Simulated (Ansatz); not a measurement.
Geometry optimisation, RKS PBE0-D4/6-31G* (Ansatz).

input.yaml

```yaml
crystal:
  periodic: [false, false, false]
  atoms:
    - { symbol: B, position_ang: [0.0, 0.0, 0.0] }
    - { symbol: H, position_ang: [0.0, 0.0, 1.54] }
    - { symbol: O, position_ang: [1.2211, 0.0, -0.705] }
    - { symbol: H, position_ang: [1.5209, -0.9519, -0.8599] }
    - { symbol: O, position_ang: [-1.2211, 0.0, -0.705] }
    - { symbol: H, position_ang: [-1.7308, -0.8467, -0.4965] }
    - { symbol: Cl, position_ang: [0.0968, 2.0475, 0.6811] }
    - { symbol: H, position_ang: [0.0414, 0.8758, 1.6586] }
basis:
  gaussian: { orbitals: "6-31G*" }
hamiltonian:
  xc: pbe0
  dispersion: d4
relax:
  f_tol: 0.15
  max_steps: 25
  restrain:
    - { distance: [0, 6], at: 1.86, k: 30.0 }
    - { distance: [7, 1], at: 0.66, k: 30.0 }
    - { distance: [0, 1], at: 2.39, k: 30.0 }
    - { distance: [7, 6], at: 2.57, k: 30.0 }
```

Run as:

```bash
$ ansatz run input.yaml --threads 1 --pin off --max-ram 2048MiB --backend cpu --events-out ev --progress --plain --runs-dir out
```

Problem. Where does it end, and by what steps?

Solution. It converged. The restraints hold the end off the free minimum. After 7 steps the energy has fallen by 3.419 eV (the restraints' own energy left out); B1 moved furthest, 0.63 Å. Parted: Cl7–H8 (1.53 → 2.58 Å).

```csv
step,energy less start (eV),largest force component (eV/Å),accepted
0,0.0000,3.274,yes
1,-0.9221,4.692,yes
2,-2.0666,3.960,yes
3,-2.9434,2.122,yes
4,-3.2004,1.293,yes
5,-3.3082,1.458,yes
6,-3.4022,1.546,yes
7,-3.4193,1.524,yes
```

```xyz
8
Properties=species:S:1:pos:R:3
B -0.002 0.517 -0.355
H 0.040 -0.152 1.949
O 1.185 -0.099 -0.585
H 1.109 -1.020 -0.861
O -1.247 -0.003 -0.499
H -1.264 -0.934 -0.749
Cl 0.085 2.270 0.148
H 0.022 0.546 2.065
```

The run took 40 s on 1 thread of AMD EPYC 7R43 64-Core Processor (Zen 3), on a shared host, peak memory 0.15 GiB.
